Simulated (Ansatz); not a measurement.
A nudged elastic band was laid between two geometries of BH7OSi3 (12 atoms, charge 0, multiplicity 1).

These are results of Ansatz, RKS PBE-D4/STO-3G, not measurements.

- movable images: 9
- climbing image: yes
- spring: 5.0 eV/Å²
- optimiser: quadratic models (default)
- start path: through a guess of the saddle point
- force threshold: 0.03 eV/Å
- iteration limit: 60
- end points: relaxed

Image 0:

```xyz
12
Properties=species:S:1:pos:R:3
O -0.098 1.030 3.315
Si -0.013 0.507 1.687
B -1.089 -0.779 0.957
Si -0.801 -1.067 -0.809
Si 0.705 -0.048 -2.136
H 0.625 1.766 3.388
H 1.030 1.291 1.010
H -1.897 -1.341 1.587
H -1.588 -2.021 -1.591
H 2.016 0.051 -1.509
H 0.881 -0.760 -3.393
H 0.307 1.314 -2.472
```

Image 10:

```xyz
12
Properties=species:S:1:pos:R:3
O -0.477 1.331 2.461
Si 0.760 0.708 0.967
B -0.148 -0.945 1.121
Si -0.589 -0.661 -0.635
Si 0.803 -0.137 -2.321
H 0.118 1.372 3.305
H -0.899 0.382 2.575
H -0.946 -1.297 1.927
H -1.957 -0.749 -1.154
H 2.200 -0.205 -1.917
H 0.639 -1.058 -3.441
H 0.571 1.202 -2.853
```

(1) What changes between the two ends?

(2) What energy profile does the band end with?

(3) What is the geometry of the highest image?

Answers

(1) Bonds broken: Si2–H7. Bonds formed: O1–H7, Si2–Si4.

(2) The forces met the threshold. The highest image is number 5 of 0 to 10, 286.5 kJ/mol above the first end and 87.6 kJ/mol above the last; the last end lies 198.9 kJ/mol above the first. Neighbouring images differ by up to 2.0 eV, so the band resolves the path poorly. A vibrational analysis at the climbing image gives one clearly imaginary mode, 992i cm⁻¹: a first-order saddle point. The orbitals stay closed-shell, which can raise the energy where a bond breaks towards radicals; this wasn't checked here. Limits of this set-up: minimal basis.

```csv
image,path coordinate (Å),energy (kJ/mol),Si2–H7 (Å),O1–H7 (Å),Si2–Si4 (Å)
0,0.00,0.0,1.47,2.58,3.05
1,0.84,3.9,1.47,2.58,2.99
2,1.69,15.8,1.47,2.59,2.86
3,2.53,30.8,1.47,2.61,2.54
4,3.38,90.5,1.46,2.30,2.47
5,4.22,286.5,1.58,1.41,2.35
6,5.26,222.2,2.39,1.03,2.43
7,6.30,221.7,2.51,1.03,2.46
8,7.34,215.3,2.52,1.03,2.45
9,8.39,205.5,2.50,1.03,2.47
10,9.43,198.9,2.33,1.04,2.50
```

(3) 
```xyz
12
Properties=species:S:1:pos:R:3
O -0.052 1.068 2.905
Si 0.428 0.078 1.322
B -0.556 -1.486 1.018
Si -0.792 -0.530 -0.587
Si 0.760 -0.068 -2.151
H -0.660 1.808 2.490
H 1.066 1.303 2.080
H -1.359 -2.056 1.658
H -2.130 -0.294 -1.137
H 2.103 -0.321 -1.652
H 0.567 -0.884 -3.344
H 0.703 1.326 -2.570
```

Time of the run: 11 min on 1 thread of Arm Neoverse V1 (shared host), peak memory 0.1 GiB.
